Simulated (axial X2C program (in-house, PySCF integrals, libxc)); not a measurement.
Which molecule has these constants?

All values come from calculations with an in-house relativistic program for diatomic molecules, spin-free (one-electron X2C) or two-component (2c: spin–orbit coupling with atomic mean-field Coulomb and Gaunt terms, which also bring small scalar terms), in Dyall basis sets with cores contracted in-house; open shells are unrestricted.

A two-component PBE0 calculation in a Dyall 3-zeta basis gave Re = 2.645 Å, ωe = 220.5 cm⁻¹, De = 2.55 eV, Ω = 1.

Question: Which molecule is it?
A. SbTe⁻
B. SbO⁻
C. SbSe⁻
D. SbS⁻

Answer: A. The others have SbSe⁻ 2.438 Å and 281.7 cm⁻¹ (Ω = 1); SbS⁻ 2.307 Å and 421.4 cm⁻¹ (Ω = 1); SbO⁻ 1.866 Å and 753.9 cm⁻¹ (Ω = 1).

Each entry is the lowest single determinant of a limited PBE0 search at one distance. De goes to single-determinant-based atoms at the same level (for ions the charge split of lowest energy) and is withheld (n/a) where an atom does not fit its ground term or J level. Main or longest-lived isotopes. One determinant is a doubtful description, or other states lie close, for SbTe⁻, SbSe⁻, SbS⁻, SbO⁻; these need not be ground states, and all values refer to the states named. Some open-shell Ω = 0 determinants are out of reach, so the Ω given for SbTe⁻, SbSe⁻, SbS⁻, SbO⁻ need not be the lowest component. With several unpaired electrons the Ω given is that of one determinant, not necessarily of the lowest component. Some light 2c atoms are not at their ground J level, so De misses part of their lowering (0.04 eV or less). The functionals have no current term, which raises determinants with orbital currents.
